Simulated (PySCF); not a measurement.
Computed with PBE0-D3(BJ)/def2-TZVP run with PySCF. Gas-phase values, no solvent. 

Reference species (SMILES): `C#CC1C=C1` (neutral, multiplicity 1).

```yaml
dipole_moment: 1.23 D
HOMO: -7.21 eV
```

Changed species: `C(#C)CC#C`.

Q: Give the shifts of the dipole moment and HOMO.

A: the dipole moment decreases by 0.67 D, to 0.56 D; the HOMO falls by 0.57 eV, to -7.78 eV.
